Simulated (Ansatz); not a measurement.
Geometry optimisation, RKS PBE/def2-SVP in Ansatz 0.2.0.

Input:

```yaml
crystal:
  periodic: [false, false, false]
  atoms:
    - { symbol: "N", position_ang: [-1.2529, 1.6542, 0.1648] }
    - { symbol: Ge, position_ang: [-0.6056, 0.1547, 0.9352] }
    - { symbol: Al, position_ang: [1.6354, 0.5921, 1.7136] }
    - { symbol: C, position_ang: [-0.5483, -1.3017, -0.3458] }
    - { symbol: Al, position_ang: [0.4223, -0.8455, -1.9923] }
    - { symbol: H, position_ang: [-2.15502, 1.95937, 0.66969] }
    - { symbol: H, position_ang: [-0.57884, 2.45162, 0.2792] }
    - { symbol: H, position_ang: [-1.4396, -0.2159, 2.1464] }
    - { symbol: H, position_ang: [2.0196, 0.4603, 3.3212] }
    - { symbol: H, position_ang: [2.8064, 1.0073, 0.7084] }
    - { symbol: H, position_ang: [-0.1867, -2.2122, 0.1493] }
    - { symbol: H, position_ang: [-1.6515, -1.5224, -0.6149] }
    - { symbol: H, position_ang: [1.9165, -0.4307, -1.8601] }
    - { symbol: H, position_ang: [-0.3253, -0.7928, -3.3818] }
basis:
  gaussian: { orbitals: def2-SVP }
hamiltonian:
  xc: pbe
relax:
  f_tol: 0.015
  max_steps: 40
```

Run as:

```bash
$ ansatz run input.yaml --threads 2 --pin off --max-ram 3072MiB --backend cpu --events-out ev --progress --plain --runs-dir out
```

**Question.** Where does it end, and by what steps?

**Answer.** The forces met the threshold. After 25 steps the energy has fallen by 2.305 eV; H9 moved furthest, 2.08 Å. Joined: N1–Al5 (3.70 → 2.00 Å), Ge2–Al5 (3.26 → 2.70 Å), Al3–H13 (3.73 → 1.79 Å).

| step | energy less start (eV) | largest force component (eV/Å) | accepted |
| --- | --- | --- | --- |
| 0 | 0.0000 | 2.595 | yes |
| 1 | -0.3676 | 1.239 | yes |
| 2 | -0.4581 | 0.429 | yes |
| 3 | -0.5408 | 0.474 | yes |
| 4 | -0.6520 | 0.495 | yes |
| 5 | -0.8255 | 0.465 | yes |
| 6 | -1.1030 | 0.548 | yes |
| 7 | -1.3443 | 0.581 | yes |
| 8 | -1.3695 | 1.116 | yes |
| 9 | -1.4739 | 0.242 | yes |
| 10 | -1.5006 | 0.134 | yes |
| 11 | -1.5062 | 0.346 | yes |
| 12 | -1.5295 | 0.103 | yes |
| 13 | -1.5455 | 0.077 | yes |
| 14 | -1.5640 | 0.156 | yes |
| 15 | -1.5948 | 0.164 | yes |
| 16 | -1.6542 | 0.201 | yes |
| 17 | -1.7733 | 0.258 | yes |
| 18 | -1.9667 | 0.371 | yes |
| 19 | -2.1923 | 0.433 | yes |
| 20 | -2.2854 | 0.133 | yes |
| 21 | -2.2813 | 0.238 | no |
| 22 | -2.3016 | 0.060 | yes |
| 23 | -2.3046 | 0.032 | yes |
| 24 | -2.3052 | 0.015 | yes |
| 25 | -2.3053 | 0.007 | yes |

```xyz
14
Properties=species:S:1:pos:R:3
N -0.868 1.242 -0.343
Ge -0.655 0.024 1.313
Al 1.821 0.447 1.205
C -0.823 -1.479 0.016
Al 0.078 -0.251 -1.274
H -1.854 1.380 -0.607
H -0.446 2.178 -0.259
H -1.921 0.350 2.171
H 2.803 -0.684 1.770
H 2.178 2.016 1.174
H -0.282 -2.390 0.343
H -1.872 -1.752 -0.224
H 1.623 0.069 -0.532
H 0.275 -0.192 -2.858
```

Time of the run: 68 s on 2 threads of AMD EPYC 9R14 (Zen 4), on a shared host, peak memory 0.23 GiB.
